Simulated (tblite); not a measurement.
Compound: C₅H₆NPS.
Geometry (GFN2-xTB, Å), atoms numbered from 1 in this order:
```xyz
14
C5H6NPS angstrom
C     -2.6188   -0.0934    0.1953
S     -1.4233   -1.2642   -0.5090
C      0.1509   -0.5017   -0.2723
C      0.3102    0.7400    0.3426
N      1.4655    1.3398    0.5384
C      2.6098    0.8221    0.1684
P      2.8879   -0.7063   -0.6328
C      1.2395   -1.2245   -0.7410
H     -2.4301    0.0417    1.2563
H     -2.5781    0.8511   -0.3392
H     -3.5904   -0.5564    0.0510
H     -0.5419    1.2967    0.7063
H      3.4749    1.4367    0.3973
H      1.0432   -2.1821   -1.2084
```

Calculated harmonic vibrations of the isolated species, GFN2-xTB (tblite), most abundant isotopes, no scaling. The method is semi-empirical: single wavenumbers can be off by several per cent or more. One conformer, not necessarily the lowest.

Harmonic wavenumbers (cm⁻¹): 39.9, 127.3, 192.4, 214.0, 240.4, 282.5, 379.9, 396.9, 448.4, 619.0, 619.8, 729.4, 760.4, 813.6, 831.7, 857.7, 888.1, 923.6, 935.0, 948.7, 1091.0, 1189.6, 1243.9, 1310.9, 1324.4, 1352.8, 1447.6, 1451.3, 1466.2, 1505.6, 3007.2, 3027.4, 3036.0, 3037.5, 3055.2, 3072.5.

A = 3493, B = 931.9, C = 739.1 MHz; mass 142.996 u (most abundant isotopes); point group Cs, symmetry number 1.

Problem. Zero-point energy?

Solution. Half the sum of the wavenumbers: 21434 cm⁻¹ = 256.41 kJ/mol.

Problem. Entropy at 500 K, 1 bar (ideal gas, RRHO, classical rotation)?

Solution. Translation 181.50, rotation 128.96, vibration 155.53: S = 466.0 J/(mol K).

Problem. And Cp and H(500 K) − H(0)?

Solution. Cp = 191.51 J/(mol K), of which vibrations give 158.25 (their classical limit is 36 R = 299.3); H(500 K) − H(0) = 57.57 kJ/mol without the zero-point energy, 40.94 from vibrations.

Problem. How do the functions run with temperature in this model?

Solution. 
```tsv
T (K)	S (J/(mol K))	Cp (J/(mol K))	H − H(0) (kJ/mol)	G − H(0) (kJ/mol)	ln q(vib)
50	242.9	46.0	1.94	-10.20	0.41
100	280.5	64.8	4.71	-23.34	1.17
298.15	382.3	133.6	24.38	-89.59	4.87
373.15	414.9	157.8	35.32	-119.50	6.35
750	552.8	235.5	111.44	-303.13	13.65
1000	624.5	262.5	173.94	-450.55	18.08
```

q(vib) and H(0) count from the zero-point level.

Problem. Blend soft modes into free rotors: weight 1/[1 + (100 cm⁻¹/ν̃)⁴] for the oscillator and the rest for a rotor with moment μB/(μ + B), μ = h/(8π²ν), B = 10⁻⁴⁴ kg m². What vibrational entropy results?

Solution. 146.11 J/(mol K) in place of 155.53, which changes −T·S at 500 K by +4.71 kJ/mol.

Hindered rotation and anharmonicity are outside this model. Other conformers, if any are populated, would add a mixing term that is left out.
